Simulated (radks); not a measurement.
Results of a calculation; reference values are marked as such.
The nuclear charge of the mercury ion Hg2+ is varied continuously with 78 electrons held in [Xe] 4f14 5d10. Level of theory: Dirac Kohn-Sham, PBE, spin-unpolarised, spherical densities, point nucleus (a radial shooting solver on a logarithmic mesh with Libxc functionals). By the Hellmann-Feynman theorem dE/dZ = E(electron-nucleus)/Z, the electronic potential at the nucleus.

Z     E (hartree)  E(electron-nucleus)/Z (hartree)   HOMO  e(HOMO) (eV)  <r> HOMO (bohr)
79.5  -19352.8610                         -613.309  5d5/2       -21.095            1.530
80    -19661.0633                         -619.504  5d5/2       -28.022            1.465
80.5  -19972.3697                         -625.726  5d5/2       -35.462            1.409
81    -20286.7941                         -631.977  5d5/2       -43.380            1.360

The central difference of E at Z = 80 is -619.509 hartree, to compare with the third column; the second derivative is -12.4 hartree.
